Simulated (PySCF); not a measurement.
A GIAO shielding run with PySCF (density fitting, non-relativistic, gas phase) on `InChI=1S/C5H8ClF3Si/c6-3-1-5(2-3,10-9)4(7)8/h3-4H,1-2,10H2/t3-,5+`:

```
$ OMP_NUM_THREADS=1 python probes_run.py task.json out

{"job": {"kind": "nmr", "xc": "PBE0", "basis": "pcSseg-1"}, "charge": 0, "multiplicity": 1}
F     -2.624046    -1.348562    -0.033781
Si    -1.333814    -1.167033     0.916396
C     -0.269474     0.146763     0.030812
C     -1.090186     1.393746    -0.223099
F     -0.355047     2.381361    -0.800285
F     -1.544987     1.915172     0.946700
C      0.483145    -0.354599    -1.223107
C      1.800981    -0.294108    -0.445299
Cl     2.413316    -1.899485     0.011684
C      1.092487     0.424501     0.705006
H     -1.827052    -0.674926     2.188643
H     -0.655970    -2.448154     0.907363
H     -1.961525     1.213154    -0.870253
H      0.459165     0.354177    -2.050110
H      0.200696    -1.338552    -1.591621
H      2.628356     0.231429    -0.919950
H      1.234900    -0.012627     1.690352
H      1.340296     1.484061     0.748893
```

Hardware: 1 thread of an Arm Neoverse N1, shared host. The job also computes population analyses, field gradients, ring-centre shieldings.

Question: How large is the calculation?

Answer: 96 electrons, 224 basis functions and 1208 auxiliary functions.

Question: How long does it take, and how much memory does it need?

Answer: 93 s of wall time, with 14 SCF cycles and 5 response iterations; peak memory 0.94 GiB. Times on a shared host scatter by some tens of per cent.
